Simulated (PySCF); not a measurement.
The dipole of `COC(=O)C(C)(C)C` from its density and from atomic charges.

Coordinates (GFN2-xTB, Å) and charges (e) from the PBE0/pcSseg-1 density (PySCF):

```csv
atom,x,y,z,Mulliken,IAO,Hirshfeld,ESP-fitted
C1,2.850,0.295,-0.814,-0.0264,-0.2128,-0.0362,-0.3189
O2,1.613,0.307,-0.118,-0.4752,-0.3442,-0.0872,-0.2940
C3,0.549,-0.143,-0.798,+0.5972,+0.5133,+0.2189,+0.6959
O4,0.616,-0.537,-1.932,-0.4090,-0.4665,-0.2504,-0.5555
C5,-0.720,-0.084,0.045,-0.6664,+0.0079,+0.0173,+0.4037
C6,-0.966,1.373,0.451,-0.1506,-0.4148,-0.1206,-0.4671
C7,-0.515,-0.949,1.293,-0.1503,-0.4150,-0.1208,-0.4619
C8,-1.892,-0.612,-0.781,-0.1197,-0.4146,-0.1233,-0.5502
H9,3.107,-0.723,-1.113,+0.1169,+0.1512,+0.0470,+0.1539
H10,2.789,0.918,-1.708,+0.1169,+0.1512,+0.0469,+0.1546
H11,3.592,0.689,-0.124,+0.1248,+0.1609,+0.0546,+0.1612
H12,-1.870,1.440,1.051,+0.1130,+0.1393,+0.0429,+0.1311
H13,-1.090,1.998,-0.431,+0.1125,+0.1402,+0.0405,+0.1085
H14,-0.129,1.751,1.032,+0.1238,+0.1475,+0.0351,+0.0985
H15,-1.410,-0.925,1.909,+0.1128,+0.1393,+0.0428,+0.1291
H16,-0.317,-1.982,1.013,+0.1123,+0.1402,+0.0404,+0.1066
H17,0.324,-0.580,1.877,+0.1237,+0.1476,+0.0351,+0.0981
H18,-2.807,-0.577,-0.196,+0.1084,+0.1351,+0.0402,+0.1428
H19,-2.023,-0.011,-1.678,+0.1176,+0.1472,+0.0386,+0.1314
H20,-1.707,-1.637,-1.089,+0.1175,+0.1471,+0.0385,+0.1322
```

Question: Compute μ = Σ q r for each scheme (1 e·Å = 4.803 D) and compare with the dipole of the full density.

Answer: The full density gives (0.64, 0.70, 1.60) D, 1.86 D in size; dipole vectors point from the negative to the positive end.

```csv
scheme,μx,μy,μz,size (D),share of the full size (%),angle to the full dipole (°)
Mulliken,0.26,0.50,1.25,1.37,74,10
IAO,0.68,0.73,1.68,1.95,105,0
Hirshfeld,0.71,0.54,1.12,1.43,77,9
ESP-fitted,0.63,0.70,1.61,1.87,101,1
```

Question: Which set comes closest?

Answer: Length of the difference vector: ESP-fitted 0.02 D, IAO 0.09 D, Hirshfeld 0.50 D, Mulliken 0.56 D. Closest: ESP-fitted. ESP charges are fitted to the potential around the molecule, whose slowest-falling term is the dipole's. The schemes that divide the density aren't constrained to reproduce the dipole.

Question: What is left for the Hirshfeld atoms' own dipoles?

Answer: The shares of the density sum to the whole, so what Σ q r misses lies in dipoles about the nuclei. The atomic dipoles sum to (0.64, 0.70, 1.60) − (0.71, 0.54, 1.12) = (-0.07, 0.16, 0.48) D, 0.50 D in size.

Question: With the origin at the mean of the coordinates, (0.000, 0.001, -0.106) Å, which are the largest single terms, by size, of the ESP-fitted dipole along the direction of the full one?

Answer: O4 +4.16, C8 +3.87, C3 -1.53, C7 -1.48, C6 -1.48 D; all 20 atoms together +1.87 D. The single terms depend on the origin, their sum doesn't.

Question: Give the size of the full dipole in other units.

Answer: 1.86 D = 0.731 au = 0.387 e·Å = 6.20 × 10⁻³⁰ C·m.

Geometry: GFN2-xTB, one conformer, isolated molecule.

Conformer computed: `[CH3:1][O:2][C:3](=[O:4])[C:5]([CH3:6])([CH3:7])[CH3:8]`: C1–O2–C3–O4 0°, O2–C3–C5–C6 60°.
